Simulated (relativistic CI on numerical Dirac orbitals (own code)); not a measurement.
**Ta²⁺ (5d3) in a crystal field**

Calculated by Dirac-Coulomb-Breit CI, orbitals from a KLI potential per configuration, model QED, valence Slater integrals scaled by 0.75, one configuration in a parametric crystal field (own radial code).

Field parameters in Wybourne normalisation: D4h B²₀ = −7Ds, B⁴₀ = 21(Dq − Dt), B⁴₄ = 21√(5/14) Dq. The field is a parameter set, without covalency.

S is read from ⟨S²⟩ = S(S + 1).

Powder χT (cm³ K mol⁻¹) by Van Vleck's formula, with temperature-independent terms:

```tsv
Field	2 K	5 K	10 K	20 K	50 K	100 K	200 K	300 K
D4h, 10Dq = 19900, Ds = -1500, Dt = -590 cm⁻¹	0.917	1	1.14	1.31	1.44	1.47	1.49	1.5
D4h, 10Dq = 19900, Ds = 3000, Dt = -590 cm⁻¹	0.272	0.283	0.302	0.339	0.451	0.61	0.781	0.87
D4h, 10Dq = 19900, Ds = 2590, Dt = -590 cm⁻¹	0.659	0.779	0.934	1.06	1.14	1.16	1.19	1.22
D4h, 10Dq = 19900, Ds = 2180, Dt = -590 cm⁻¹	0.867	1.02	1.18	1.28	1.32	1.33	1.35	1.36
D4h, 10Dq = 19900, Ds = 1770, Dt = -590 cm⁻¹	0.892	1.03	1.2	1.32	1.38	1.4	1.41	1.42
D4h, 10Dq = 19900, Ds = 1360, Dt = -590 cm⁻¹	0.937	1.1	1.27	1.38	1.42	1.44	1.45	1.46
D4h, 10Dq = 19900, Ds = 950, Dt = -590 cm⁻¹	0.985	1.18	1.34	1.41	1.45	1.46	1.47	1.48
D4h, 10Dq = 19900, Ds = 550, Dt = -590 cm⁻¹	1.02	1.24	1.38	1.44	1.46	1.47	1.48	1.49
```

For D4h, 10Dq = 19900, Ds = 2590, Dt = -590 cm⁻¹: what effective moment follows at 300 K?

μ_eff = √(8χT) = 3.12 μB. The ground level has S = 1.37; the spin-only moment for S = 3/2 is 3.88 μB. The difference comes from the orbital moment, spin-orbit mixing of terms and temperature-independent paramagnetism, all larger in this ionic model than in covalent complexes.
